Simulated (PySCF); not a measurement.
**Working out the ionisation energy of Mn⁺**

Mn⁺ [Ar] 3d5 4s1 (7S) → Mn²⁺ [Ar] 3d5 (6S). Calculation: PySCF 2.14, in x2c-SVPall; scalar relativity by spin-free X2C-1e. Frozen: [Ar]. Energies in hartree (1 hartree = 27.21139 eV):

```
             part   Mn⁺ (lower)  Mn²⁺ (upper)
              UHF  -1156.969279  -1156.425400
MP2 opposite-spin      0.000000      0.000000
    MP2 same-spin     -0.049421     -0.042143
```

Problem. What does Hartree-Fock give?

Solution. (-1156.425400) − (-1156.969279) = 0.543879 hartree = 14.800 eV.

Problem. What do MP2 and SCS-MP2 (6/5 opposite-spin, 1/3 same-spin) give?

Solution. The opposite-spin parts differ by 0.000 eV and the same-spin parts by 0.198 eV. MP2: 14.800 + (0.000) + (0.198) = 14.998 eV. SCS-MP2: 14.800 + 1.2 × (0.000) + (0.198)/3 = 14.866 eV.

Measured between the centres of the two terms (NIST): 15.640 eV, so MP2 (valence) is off by -0.642 eV.

A double-zeta basis recovers only part of the correlation energy.

What remains against the reference includes basis incompleteness, the frozen core and correlation beyond second order.
